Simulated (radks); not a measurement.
Results of a calculation; reference values are marked as such.
Species: the phosphorus ion P11+. Configuration: [He] 2s2. Code: a radial shooting solver on a logarithmic mesh with Libxc functionals. Model: Dirac Kohn-Sham, PBEsol, spin-unpolarised, spherical densities, finite nucleus; Fermi nuclear charge, rms radius 3.1889 fm.

Normalised radial functions P(r) = r R(r) (large component), r in bohr:

r	1s1/2	2s1/2
0.005434	0.5756	0.1851
0.006584	0.6847	0.2201
0.007978	0.8115	0.2607
0.009666	0.9576	0.3074
0.01181	1.1314	0.3627
0.01431	1.3190	0.4220
0.01733	1.5257	0.4867
0.021	1.7480	0.5552
0.02565	1.9895	0.6276
0.03108	2.2208	0.6935
0.03766	2.4374	0.7494
0.04563	2.6211	0.7863
0.05574	2.7539	0.7922
0.06753	2.8012	0.7529
0.08183	2.7484	0.6549
0.09915	2.5820	0.4854
0.1211	2.2880	0.2248
0.1467	1.9096	-0.1027
0.1778	1.4761	-0.4867
0.2154	1.0404	-0.8883
0.2631	0.6422	-1.2641
0.3188	0.3525	-1.5144
0.3863	0.1644	-1.5956
0.4681	0.0629	-1.4827
0.5717	0.0179	-1.1907
0.6927	0.0040	-0.8272
0.8394	0.0006	-0.4833
1.017	0.0001	-0.2302
1.242	0.0000	-0.0819
1.505	0.0000	-0.0224

1s1/2: eigenvalue -2571.0 eV, 0 radial nodes, <r> = 0.103 bohr, 90 % of the charge inside 0.184 bohr. 2s1/2: eigenvalue -536.16 eV, 1 radial node at r = 0.139 bohr, <r> = 0.444 bohr, 90 % of the charge inside 0.679 bohr.
